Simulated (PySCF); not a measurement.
SMILES [SeH]CCc1ccco1, GFN2-xTB optimised geometry.

```
16

Se    -0.27    -2.40    -2.60
C     -1.86    -1.96    -1.49
C     -1.43    -1.68    -0.05
C     -0.45    -0.56     0.00
C      0.92    -0.56     0.00
C      1.31     0.80     0.00
C      0.16     1.52     0.00
O     -0.91     0.71     0.00
H     -1.05    -3.01    -3.66
H     -2.33    -1.08    -1.93
H     -2.53    -2.82    -1.54
H     -0.97    -2.58     0.37
H     -2.31    -1.43     0.53
H      1.56    -1.42     0.01
H      2.31     1.18     0.00
H     -0.03     2.58     0.00
```

Density from PBE/def2-TZVP (PySCF) at that geometry.

Minimum of the electron density along straight lines between bonded atoms, close to the bond critical point (lines longer than 1.1 times the sum of covalent radii, or with two minima, are not listed):

```json
[
 {"bond": "Se1–C2", "length / Å": "1.985", "ρ at the minimum / e bohr⁻³": "0.139", "∇²ρ there / e bohr⁻⁵": "-0.13", "position (fraction from the first atom)": "0.52"},
 {"bond": "C2–C3", "length / Å": "1.526", "ρ at the minimum / e bohr⁻³": "0.242", "∇²ρ there / e bohr⁻⁵": "-0.57", "position (fraction from the first atom)": "0.51"},
 {"bond": "C3–C4", "length / Å": "1.491", "ρ at the minimum / e bohr⁻³": "0.262", "∇²ρ there / e bohr⁻⁵": "-0.67", "position (fraction from the first atom)": "0.48"},
 {"bond": "C4–C5", "length / Å": "1.365", "ρ at the minimum / e bohr⁻³": "0.331", "∇²ρ there / e bohr⁻⁵": "-0.94", "position (fraction from the first atom)": "0.52"},
 {"bond": "C5–C6", "length / Å": "1.417", "ρ at the minimum / e bohr⁻³": "0.294", "∇²ρ there / e bohr⁻⁵": "-0.78", "position (fraction from the first atom)": "0.50"},
 {"bond": "C6–C7", "length / Å": "1.358", "ρ at the minimum / e bohr⁻³": "0.335", "∇²ρ there / e bohr⁻⁵": "-0.96", "position (fraction from the first atom)": "0.48"},
 {"bond": "C4–O8", "length / Å": "1.349", "ρ at the minimum / e bohr⁻³": "0.294", "∇²ρ there / e bohr⁻⁵": "-0.34", "position (fraction from the first atom)": "0.34"},
 {"bond": "C7–O8", "length / Å": "1.345", "ρ at the minimum / e bohr⁻³": "0.295", "∇²ρ there / e bohr⁻⁵": "-0.28", "position (fraction from the first atom)": "0.34"},
 {"bond": "Se1–H9", "length / Å": "1.448", "ρ at the minimum / e bohr⁻³": "0.182", "∇²ρ there / e bohr⁻⁵": "-0.32", "position (fraction from the first atom)": "0.63"},
 {"bond": "C2–H10", "length / Å": "1.091", "ρ at the minimum / e bohr⁻³": "0.281", "∇²ρ there / e bohr⁻⁵": "-0.95", "position (fraction from the first atom)": "0.65"},
 {"bond": "C2–H11", "length / Å": "1.090", "ρ at the minimum / e bohr⁻³": "0.279", "∇²ρ there / e bohr⁻⁵": "-0.95", "position (fraction from the first atom)": "0.65"},
 {"bond": "C3–H12", "length / Å": "1.092", "ρ at the minimum / e bohr⁻³": "0.278", "∇²ρ there / e bohr⁻⁵": "-0.94", "position (fraction from the first atom)": "0.64"},
 {"bond": "C3–H13", "length / Å": "1.093", "ρ at the minimum / e bohr⁻³": "0.276", "∇²ρ there / e bohr⁻⁵": "-0.93", "position (fraction from the first atom)": "0.64"},
 {"bond": "C5–H14", "length / Å": "1.072", "ρ at the minimum / e bohr⁻³": "0.288", "∇²ρ there / e bohr⁻⁵": "-1.02", "position (fraction from the first atom)": "0.65"},
 {"bond": "C6–H15", "length / Å": "1.070", "ρ at the minimum / e bohr⁻³": "0.288", "∇²ρ there / e bohr⁻⁵": "-1.03", "position (fraction from the first atom)": "0.65"},
 {"bond": "C7–H16", "length / Å": "1.072", "ρ at the minimum / e bohr⁻³": "0.293", "∇²ρ there / e bohr⁻⁵": "-1.06", "position (fraction from the first atom)": "0.65"}
]
```
